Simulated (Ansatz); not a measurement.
Abridged output of a molecular run in Ansatz:

```
Functional definition: HF
1546 factors; integrals over basis functions are off by at most 9.3e-4 eV
mean field evaluation 1: about -101897.0797 eV, gradient 2.5e1 eV
mean field evaluation 2: about -101897.2948 eV, gradient 2.6e1 eV
mean field evaluation 4: about -101899.5853 eV, gradient 3.3e0 eV
mean field evaluation 8: about -101899.6440 eV, gradient 3.2e-1 eV
mean field -101899.64441705 eV, -3744.7428622669 hartree, gradient 7.5e-6 eV, S^2 0.000000; 0 other end points of the search recorded, 0 dependent functions left out
29 core orbitals not correlated: weight in the atoms' cores, before any rotation towards them, 1.000 or more for the frozen orbitals, at most 0.000 for the correlated occupied ones
reference -101899.64441705 eV, -3744.7428622669 hartree; 21, 21 occupied and 208, 208 virtual orbitals, 1546 factors
second order -25.42907196 eV of doubles, -0.00000000 eV of singles
cycle   1  -26.36655100 eV  change   -9.4e-1 eV  update   1.1e-1
cycle   2  -27.05346984 eV  change   -6.9e-1 eV  update   3.1e-2
cycle   3  -27.15686893 eV  change   -1.0e-1 eV  update   1.5e-2
cycle   4  -27.14184556 eV  change    1.5e-2 eV  update   3.3e-3
cycle   5  -27.14113548 eV  change    7.1e-4 eV  update   1.3e-3
cycle   6  -27.14101498 eV  change    1.2e-4 eV  update   3.4e-4
cycle   7  -27.14089021 eV  change    1.2e-4 eV  update   1.0e-4
cycle   8  -27.14092377 eV  change   -3.4e-5 eV  update   3.1e-5
perturbative correction -1.14989383 eV, -0.0422578189 hartree
Total energy: -101927.93523465 eV, -3745.7825306375 hartree
```

Its atoms:

Z-matrix (Å, degrees):
```
Si
Ge 1 2.383
H 1 1.482 2 107.3
H 1 1.482 2 107.2 3 -120.0
H 1 1.482 2 107.3 3 120.0
Cl 2 2.143 1 111.8 3 179.9
Cl 2 2.143 1 111.9 3 -60.0
Cl 2 2.143 1 111.8 3 60.0
```

Which basis set was used?
A. def2-TZVPP
B. def2-SVPD
C. def2-TZVPPD
D. cc-pV(Q+d)Z

A. It gives 258 functions.

Write the keys of the input that set method, charge and spin (a neutral closed shell needs none for the last two).


```yaml
correlation: {method: ccsd_t}
```
